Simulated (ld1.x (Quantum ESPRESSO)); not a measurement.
Ranking TM potentials for Ho (Z = 67)

All share these settings but for the change named:

holmium, norm-conserving Troullier–Martins (Kleinman–Bylander form), made with ld1.x (Quantum ESPRESSO) 7.5 (PBEsol, scalar-relativistic). Core [Kr] 4d10 4f10, reference 5s2 5p6 5d1 6s2 6p0. Waves: 5s (bound): rc 1.60 bohr; 5d (bound): rc 2.50 bohr; 5p (bound): rc 1.55 bohr. Local part: the p channel. Core correction: none.

Occupied shells without a wave of their own: 6s. They enter only through the test configuration that unscreens the potential.

Cutoff: the first of the cutoffs (Ry, on a coarse ladder) from which the occupation-weighted sum of valence levels, in a spherical-Bessel basis at the reference potential, stays within 10 and 1 mRy of its value at 400 Ry; the density cutoff is not measured.

The base gives 70 Ry.

Of 10 variants that were run, those that failed, showed a ghost or another fault, or gave nearly equal values are left out.

A variant can come out equal or close to the base.

**Question.** Rank these variants from softest to hardest (loose cutoff).
A. wave 5s (bound): rc 1.60 bohr becomes 5s (bound): rc 1.50 bohr
B. wave 5s (bound): rc 1.60 bohr becomes 5s (bound): rc 1.06 bohr
C. wave 5s (bound): rc 1.60 bohr becomes 5s (bound): rc 1.38 bohr

**Answer.** A (70 Ry), C (80 Ry), B (120 Ry).
